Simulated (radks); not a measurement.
Ag I, 47 electrons, occupied as [Kr] 4d10 5s1.

Method: scalar-relativistic Kohn-Sham, PBEsol, spin-polarised, spherical densities, finite nucleus; open shells are filled with parallel spins first (spin-orbit coupling, left out, can overturn this in heavy ions); Fermi nuclear charge, rms radius 4.5454 fm; hard spherical wall at 3.5 bohr; computed with a radial shooting solver on a logarithmic mesh with Libxc functionals.

Energy parts (hartree):
| part | energy |
|---|---|
| total | -5312.81668 |
| kinetic | 5522.01377 |
| electron-nucleus | -12861.48416 |
| Hartree | 2173.63965 |
| exchange-correlation | -146.98594 |

Orbitals (lengths in bohr, moments of r in powers of bohr):
orbital  occ.  eigenvalue (hartree)     <r^2>      <r^4>
1s up       1             -929.9892  0.001309  4.457e-06
1s down     1             -929.9873  0.001309  4.457e-06
2s up       1             -136.6638   0.02148  0.0007926
2s down     1             -136.6632   0.02148  0.0007926
2p up       3             -122.5776   0.01692  0.0005681
2p down     3             -122.5768   0.01692  0.0005681
3s up       1             -24.79088    0.1556    0.03713
3s down     1             -24.78929    0.1556    0.03712
3p up       3             -20.16439    0.1572    0.03973
3p down     3             -20.16277    0.1571    0.03973
3d up       5             -12.86042    0.1427    0.03815
3d down     5             -12.85904    0.1427    0.03814
4s up       1              -3.20503    0.9524      1.379
4s down     1              -3.20235    0.9508      1.371
4p up       3              -1.87423     1.172      2.195
4p down     3              -1.87026     1.166      2.164
4d up       5              -0.01610     2.127      7.522
4d down     5              -0.00153     2.079      7.198
4f up       0               1.34046     4.655      27.18
4f down     0               1.38191     4.605      26.77
5s up       1               0.26753     4.625      26.40
5s down     0               0.31294     4.606      26.24
5p up       0               0.63864     4.973      30.34
5p down     0               0.68545     4.967      30.28
6s up       0               2.40004     5.057      36.15
6s down     0               2.42719     5.073      36.32

The highest occupied level is 5s up at 7.280 eV. Spin moment in Bohr magnetons: 1. The electron density at the nucleus is 1.492e+05 e/bohr^3 (large components only). The pressure on the wall is 176 GPa. Summed over all electrons, <r^2> = 37.40 bohr^2, which gives a Langevin (diamagnetic) susceptibility term of -29.6 x 10^-6 cm^3/mol. The density falls to 0.001 e/bohr^3 at r = 3.23 bohr. The spin density at the nucleus is 46.20 e/bohr^3 (1s 0.20, 2s 0.09, 3s -0.03, 4s -0.04, 5s 45.98).
